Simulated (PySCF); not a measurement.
W(CH)(OMe)3, C₄H₁₀O₃W (singlet state).
Bonds: W1–C2, W1–O4, W1–O9, W1–O14, O4–C5, O9–C10, O14–C15. Hydrogens: H3 on C2; H6, H7, H8 on C5; H11, H12, H13 on C10; H16, H17, H18 on C15.

A GFN2-xTB structure was refined with PySCF, PBE0-D3(BJ)/def2-SVP geometry optimisation, gas phase, def2 core potentials past Kr. Its GFN2-xTB values:

```csv
coordinate,GFN2-xTB
W1–C2,1.836 Å
W1–O4,1.920 Å
W1–O9,1.995 Å
C2–H3,1.062 Å
O4–C5,1.313 Å
C5–H6,1.127 Å
W1–O4–C5,140.7°
C2–W1–O4,110.4°
O4–W1–O9,111.9°
C2–W1–O4–C5,11°
C2–W1–O9–C10,6°
C2–W1–O14–C15,-13°
```

Question: How do these coordinates change at the PBE0-D3(BJ)/def2-SVP level?

Answer: 
```csv
coordinate,PBE0-D3(BJ)/def2-SVP (Å or °),change
W1–O9,1.885,-0.110
W1–C2,1.751,-0.085
O4–C5,1.396,+0.083
W1–O4,1.885,-0.035
C2–H3,1.094,+0.032
C5–H6,1.103,-0.024
C2–W1–O4,104.9,-5.5
W1–O4–C5,137.6,-3.1
O4–W1–O9,113.8,+1.9
C2–W1–O14–C15,-1,+12
C2–W1–O4–C5,2,-9
C2–W1–O9–C10,1,-5
```

The energy falls by 1.073 eV over 8 energy and gradient evaluations, the largest force component goes from 0.0989 to 4.3e-04 Eh/bohr, and the atoms move by 0.172 Å rms after alignment. The bond that changes most is W1–O9 (ends: tungsten bonded to C and 3 O; oxygen bonded to C and W), which shortens by 0.110 Å. Bonds longer at the end by more than 0.005 Å: 8 of 17; shorter: 8. Among the dihedrals that turn most is C2–W1–O14–C15, from -13° to -1°. Rotational constants go from 1310, 1292, 786.8 to 1393, 1374, 832.2 MHz.

The run used 180 basis functions and 67 SCF cycles in all.

Stationary, but not proved a minimum.
